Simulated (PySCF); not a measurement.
Spectrum to structure. Theory: TDDFT B3LYP/def2-SVPD, vertical, gas phase, core orbitals frozen in the response (PySCF). Geometries: PBE0-D3(BJ)/def2-SVP, one conformer each.

```csv
state,E (eV),λ (nm),f
S1,4.74,261.3,0.332
S2,4.92,252.2,0.0003
S3,5.48,226.4,0.182
S4,5.72,216.9,0.031
S5,5.81,213.5,0.145
S6,5.86,211.4,0.035
S7,6.13,202.4,0.0024
S8,6.40,193.8,0.0017
S9,6.47,191.7,0.0080
S10,6.70,185.0,0.0055
```

Triplets computed (Tamm–Dancoff): 2.85, 4.20, 4.76, 5.30 eV.

**Question.** Which candidate is it? All have the formula C9H12.
A. `CCC1=CC=C(C)C=C1`
B. `C(/C(C=C)=C/CC)#CC`
C. `CCCc1ccccc1`

**Answer.** B. Its S1, at 4.74 eV, is the lowest among the candidates; the nearest of the others has S1 at 5.17 eV. S1 is HOMO→LUMO (84%), HOMO-2→LUMO (12%). Löwdin shares by element: HOMO carbon 65% or more (atoms not listed hold the other 35%); LUMO carbon 70% or more (atoms not listed hold the other 30%). At the same level the other candidates give, for their lowest levels:
- `CCCc1ccccc1`: 5.29 eV (f 0.001); 5.91 eV (f 0.037); 6.47 eV (f 0.051); 6.68 eV (f 0.095); 6.80 eV (f 0.498); T1 4.10 eV; HOMO -6.77, LUMO -0.43 eV
- `CCc1ccc(C)cc1`: 5.17 eV (f 0.005); 5.77 eV (f 0.096); 6.22 eV (f 0.013); 6.53 eV (f 0.146); 6.61 eV (f 0.152); T1 4.02 eV; HOMO -6.48, LUMO -0.39 eV

The values belong to the conformer `[CH2:1]=[CH:2]/[C:3]([C:4]#[C:5][CH3:6])=[CH:7]\[CH2:8][CH3:9]`: C1–C2–C3–C4 0°, C3–C7–C8–C9 108°.
